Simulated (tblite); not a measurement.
Species: C₃H₁₁F₂NSi₂.
Structure used (GFN2-xTB), in Å, numbered top down from 1:
```xyz
19
C3H11F2NSi2 angstrom
C      3.1624   -0.5085   -0.1876
N      1.7322   -0.7042   -0.1516
Si     0.6448    0.5669    0.2192
C     -1.0978   -0.2136    0.2902
Si    -2.3605    0.9115    1.1565
C     -1.6053   -0.5456   -1.0805
F     -1.7468    0.5687   -1.8476
F     -0.7435   -1.3445   -1.7799
H      3.6744   -1.4550   -0.0056
H      3.5062   -0.1046   -1.1449
H      3.4369    0.1960    0.5937
H      1.4402   -1.4065   -0.8160
H      0.5975    1.7150   -0.6976
H      1.0079    1.0307    1.5613
H     -1.0361   -1.1573    0.8349
H     -3.6854    0.2887    1.0481
H     -2.3812    2.2272    0.5265
H     -1.9777    1.0084    2.5622
H     -2.5779   -1.0641   -1.0887
```

Method: GFN2-xTB as coded in tblite; computed harmonic values from a numerical Hessian at the method's own geometry, unscaled. This tight-binding method is rough: wavenumbers can miss measured ones by several per cent, in bad cases by 10 to 20. Modes of hydrogen on silicon can be 10 to 20 % off. One conformer, not necessarily the lowest.

Harmonic wavenumbers (cm⁻¹): 33.0, 71.6, 89.5, 108.0, 120.4, 159.2, 160.5, 171.7, 190.4, 299.9, 360.9, 448.9, 507.1, 517.4, 532.4, 542.1, 589.3, 631.6, 704.3, 747.7, 767.0, 784.6, 791.7, 811.3, 827.3, 862.0, 952.5, 989.3, 1068.8, 1081.1, 1110.7, 1128.0, 1163.0, 1221.7, 1292.7, 1305.1, 1364.2, 1421.4, 1491.3, 1502.3, 2203.5, 2231.0, 2255.1, 2301.3, 2313.5, 2871.1, 2923.7, 2962.3, 2979.9, 3035.3, 3437.9.

A = 1873, B = 907.6, C = 693.8 MHz; mass 155.040 u (most abundant isotopes); point group C1, symmetry number 1.

Problem. Zero-point energy?

Solution. Half the sum of the wavenumbers: 29218 cm⁻¹ = 349.53 kJ/mol.

Problem. Entropy at 273.15 K, 1 bar (ideal gas, RRHO, classical rotation)?

Solution. Translation 169.94, rotation 124.38, vibration 148.41: S = 442.7 J/(mol K).

Problem. And Cp and H(273.15 K) − H(0)?

Solution. Cp = 177.23 J/(mol K), of which vibrations give 143.98 (their classical limit is 51 R = 424.0); H(273.15 K) − H(0) = 29.95 kJ/mol without the zero-point energy, 20.86 from vibrations.

Problem. What must be added to the electronic energy to get the Gibbs energy at 273.15 K and 1 bar?

Solution. ZPE + [H(273.15 K) − H(0)] − T·S = 349.53 + 29.95 − 120.93 = 258.55 kJ/mol.

Problem. Blend soft modes into free rotors: weight 1/[1 + (100 cm⁻¹/ν̃)⁴] for the oscillator and the rest for a rotor with moment μB/(μ + B), μ = h/(8π²ν), B = 10⁻⁴⁴ kg m². What vibrational entropy results?

Solution. 136.18 J/(mol K) in place of 148.41, which changes −T·S at 273.15 K by +3.34 kJ/mol.

Problem. Which modes carry the vibrational entropy at 273.15 K?

Solution. 33.0 cm⁻¹: 22.87; 71.6 cm⁻¹: 16.47; 89.5 cm⁻¹: 14.64; 108.0 cm⁻¹: 13.12; 120.4 cm⁻¹: 12.24; 159.2 cm⁻¹: 10.02 J/(mol K); the other 45 give 59.05 together.

Problem. How do the functions run with temperature in this model?

Solution. 
```tsv
T (K)	S (J/(mol K))	Cp (J/(mol K))	H − H(0) (kJ/mol)	G − H(0) (kJ/mol)	ln q(vib)
50	257.3	65.3	2.30	-10.57	0.81
100	312.8	95.5	6.39	-24.89	2.56
298.15	458.8	188.7	34.52	-102.26	9.50
373.15	504.6	220.4	49.89	-138.40	11.96
500	575.5	264.1	80.75	-206.99	15.97
750	694.7	323.0	154.73	-366.27	23.30
1000	793.1	360.7	240.51	-552.60	29.87
```

q(vib) and H(0) count from the zero-point level.

Hindered rotation and anharmonicity are outside this model. Other conformers, if any are populated, would add a mixing term that is left out. The structure is chiral; the term R ln 2 for an equal mix with its mirror image is left out.

On one thread of an Arm Neoverse N1, no GPU, shared host with 64 logical CPUs at a one-minute load of 58, this took 1.4 s. This covers the Hessian and the dipole derivatives.
